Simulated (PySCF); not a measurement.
## Lu2S3: from a saddle point downhill

PySCF 2.14.0, RKS B3LYP, Lu lcecp-1-SVP with ECP60, S def2-SVP; non-relativistic Hamiltonian with scalar-relativistic core potentials where named; density fitting; no spin-orbit coupling. Relaxed within the symmetry of its start, the geometry (D∞h) is

```xyz
5

Lu    0.0000    0.0000    2.5821
Lu    0.0000    0.0000   -2.5821
S     0.0000    0.0000    0.0000
S     0.0000    0.0000    4.9104
S     0.0000    0.0000   -4.9104
```

and its lowest harmonic modes are -77, -77, -63, -63, -6, -6 cm⁻¹ (negative: unstable). It was moved along the lowest mode and relaxed again, within the group C2v that the move left.

**Question.** Where does it end, and how much lower?

**Answer.** In C2v, 0.627 eV lower, after 36 steps:
```xyz
5

Lu   -0.3541   -0.4782    2.2929
Lu   -0.3541   -0.4782   -2.2929
S    -0.9883   -1.3346    0.0000
S     0.9945    1.3430    2.6913
S     0.9945    1.3430   -2.6913
```

**Question.** How do the contacts change?

**Answer.** 
```json
{"contact": "Lu1–S3 (S)", "saddle (Å)": "2.582", "end (Å)": "2.528"}
{"contact": "Lu1–S4 (S)", "saddle (Å)": "2.328", "end (Å)": "2.301"}
{"contact": "Lu2–S5 (S)", "saddle (Å)": "2.328", "end (Å)": "2.301"}
```


**Question.** Is the end a minimum?

**Answer.** Probably not: 1 of the modes stay unstable (below −25 cm⁻¹), though so soft as to be near the noise; lowest modes -33, 21, 35, 48, 92, 210 cm⁻¹.

An lcecp potential fixes the number of 4f electrons, so in runs with it no electron can move into or out of that shell.

State: singlet in the valence, with the 4f electrons in the core potential.
